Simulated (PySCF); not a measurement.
C4H11ClOSi2.
SMILES with atom numbers: `[SiH3:1][O:2][Si:3]1([Cl:4])[CH2:5][CH2:6][CH2:7][CH2:8]1`

NICS = −σ at a ghost point: NICS(0) at the centroid of the ring atoms, NICS(1) 1 Å to either side along the normal of their mean plane, zz for the tensor component along that normal. Level: GIAO HF/pcSseg-1 (PySCF, non-relativistic, gas phase) on the PBE0-D3(BJ)/def2-SVP geometry, one conformer.

Ring bond lengths (Å): Si3–C5 1.876, C5–C6 1.539, C6–C7 1.536, C7–C8 1.538, C8–Si3 1.874.

Task: What do the NICS probes read (ppm)?

Result: 
```csv
ring,type,NICS(0),"NICS(1), two faces","NICS(1)zz, two faces",rms pucker (Å),"centre to ring atoms, mean (Å)"
Si3–C5–C6–C7–C8,5-membered ring with Si; formal bonds all single,-4.5,-3.5 / -3.9,-1.4 / -1.4,0.19,1.39
```

Task: What can be read from them?

Result: 
- Si3–C5–C6–C7–C8: mean NICS(1)zz -1.4 ppm, near zero. Si3, C5, C6, C7, C8 have four or more neighbours, and the NICS criterion for π rings isn't applied.

Task: What are the shieldings of the ring atoms and their hydrogens in the same run (means over atoms taken as equivalent)?

Result: 
```json
{"atoms": "Si3", "environment": "chlorine-bound silicon", "σ isotropic (ppm)": "363.2", "principal values of the symmetric part, first atom (ppm)": "321.9, 358.5, 409.1"}
{"atoms": "C5 (×2)", "environment": "sp3 carbon bound to silicon", "σ isotropic (ppm)": "177.9", "principal values of the symmetric part, first atom (ppm)": "172.5, 174.8, 187.3"}
{"atoms": "C6 (×2)", "environment": "ring CH2 carbon", "σ isotropic (ppm)": "167.4", "principal values of the symmetric part, first atom (ppm)": "154.0, 168.0, 179.2"}
{"atoms": "H on C5 (×2)", "environment": "methylene hydrogen", "σ isotropic (ppm)": "31.14", "principal values of the symmetric part, first atom (ppm)": "26.3, 28.4, 38.2"}
{"atoms": "H on C5 (×2)", "environment": "methylene hydrogen", "σ isotropic (ppm)": "31.16", "principal values of the symmetric part, first atom (ppm)": "26.4, 29.7, 37.9"}
{"atoms": "H on C6 (×2)", "environment": "methylene hydrogen", "σ isotropic (ppm)": "30.32", "principal values of the symmetric part, first atom (ppm)": "26.1, 28.2, 37.7"}
{"atoms": "H on C6 (×2)", "environment": "methylene hydrogen", "σ isotropic (ppm)": "30.32", "principal values of the symmetric part, first atom (ppm)": "24.3, 27.2, 38.3"}
```

Task: How do the values depend on the level or the medium?

Result: 
```
                              level  NICS(0), Si3–C5–C6–C7–C8  mean NICS(1)zz, Si3–C5–C6–C7–C8
                   HF/pcSseg-1, gas                      -4.5                             -1.4
                 PBE0/pcSseg-1, gas                      -4.4                             -1.6
PBE0/pcSseg-1, IEF-PCM acetonitrile                      -4.4                             -1.6
       PBE0/pcSseg-1, IEF-PCM water                      -4.4                             -1.6
```

The geometry is the same throughout; the continuum's cavity takes Bondi-type radii × 1.2.
